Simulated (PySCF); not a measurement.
Compound: 1,2-dihydronaphthalene, C10H10.
SMILES: `C1=Cc2ccccc2CC1`

A linear-response calculation (PySCF, def2-SVPD basis, gas phase, vertical, core orbitals frozen in the response) gave these numbers; the functional is withheld.

Orbital energies (eV): HOMO-3 -9.05, HOMO-2 -8.38, HOMO-1 -7.08, HOMO -6.23, LUMO -0.90, LUMO+1 -0.17, LUMO+2 0.80.

| state | E (eV) | f | main configurations (H = HOMO, L = LUMO) |
| --- | --- | --- | --- |
| S1 | 4.68 | 0.202 | H→L (92%) |
| S2 | 4.80 | 0.0054 | H→L+1 (58%), H-1→L (38%) |
| S3 | 5.74 | 0.296 | H-1→L (51%), H→L+1 (37%) |
| S4 | 6.01 | 0.0041 | H→L+2 (94%) |
| S5 | 6.33 | 0.201 | H-1→L+1 (69%), H-2→L (27%) |
| S6 | 6.36 | 0.080 | H→L+3 (63%), H-2→L (18%), H-1→L+1 (9%) |

Triplets (Tamm–Dancoff): T1 3.07 eV, H→L (91%); T2 4.20 eV, H→L+1 (52%), H-1→L (27%), H-1→L+1 (12%); T3 4.36 eV, H-1→L+1 (63%), H-1→L (12%); T4 4.56 eV, H-1→L (50%), H→L+1 (36%).

Vertical ionisation energy by ΔSCF with the same functional: 7.87 eV. Mean static polarisability: 115.7 au.

**Question.** Name the functional.
A. PBE0
B. PBE
C. HF
D. wB97X-D

**Answer.** A. PBE0 is a global hybrid with 25% exact exchange. In this run −ε(HOMO) = 6.23 eV differs from the ΔSCF value by -1.65 eV, and S1 differs from the orbital gap of 5.33 eV by -0.65 eV. The ratio −ε(HOMO)/IP is 0.79. Usual ranges for neutral molecules in this basis: 0.7 to 0.83 with PBE0, 0.5 to 0.7 with PBE, 0.89 to 0.99 with wB97X-D; with Hartree–Fock the ratio is 1 or more (Koopmans' value less the relaxation energy is the ΔSCF value).

Level of theory: TDDFT PBE0/def2-SVPD, vertical, gas phase, core orbitals frozen in the response in PySCF 2.14.0, density-fitted response routines. The structure is a single PBE0-D3(BJ)/def2-SVP conformer in the gas phase; no vibrational or solvent corrections.
